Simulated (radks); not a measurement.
Values are calculated unless marked as measured or tabulated.
Problem. These are the eigenvalues of the occupied orbitals of an atom or ion with whole-number occupations (eV). Level of theory: Dirac Kohn-Sham, HCTH/407, spin-unpolarised, spherical densities, finite nucleus; Fermi nuclear charge, rms radius of each element as measured or else 0.836 A^(1/3) + 0.57 fm (a radial shooting solver on a logarithmic mesh with Libxc functionals).

| orbital | eigenvalue |
|---|---|
| 1s1/2 | -3946.918 |
| 2s1/2 | -416.1485 |
| 2p1/2 | -339.4712 |
| 2p3/2 | -335.7737 |
| 3s1/2 | -47.8191 |
| 3p1/2 | -28.9290 |
| 3p3/2 | -28.5453 |
| 4s1/2 | -3.7775 |

Which element is it, and in what charge state? The configuration may be excited. Open shells, if any, fill j = l - 1/2 first.

Solution. Z = 20, calcium, charge 0: Ca in [Ar] 4s2. The list shows which subshells hold electrons but not how many an open one holds; the 1s level, -145.05 hartree, gives Z - s = 17.0 by -(Z - s)^2/2, which with screening and relativity narrows Z to a few neighbours, and the depths of the outer levels then fix element, charge and occupations together.
